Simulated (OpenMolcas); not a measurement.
Nb4+ (d1) among equal point charges was computed by CASSCF with the d shell active (OpenMolcas, ANO-RCC-VDZP on the metal). Its lowest spin-free states, and all those of the highest spin:

```
2S+1  Degeneracy  E (cm-1)
   2           2       0.0
   2           1      9977
   2           2     21082
```

Task: Is the site octahedral, tetrahedral or cube-like, axial, or of lower symmetry?

Result: The states with 2S+1 = 2 have orbital degeneracies 2, 1, 2. There are pairs but no triples, so the site is axial: not cubic, but with a proper or improper axis of order three or more. The run had Nb4+ among 6 point charges of -1.7 e arranged as a trigonal prism (D3h), 1.79 Å from the ion, with a polar angle of 47.6° against the regular 49.1°. The active orbitals were held to one l.

An orbital doublet at a regular site is open to a Jahn-Teller distortion, which this geometry leaves out. Point charges carry no covalency, so the field is a model and not that of real ligands. No measured value stands beside these numbers.
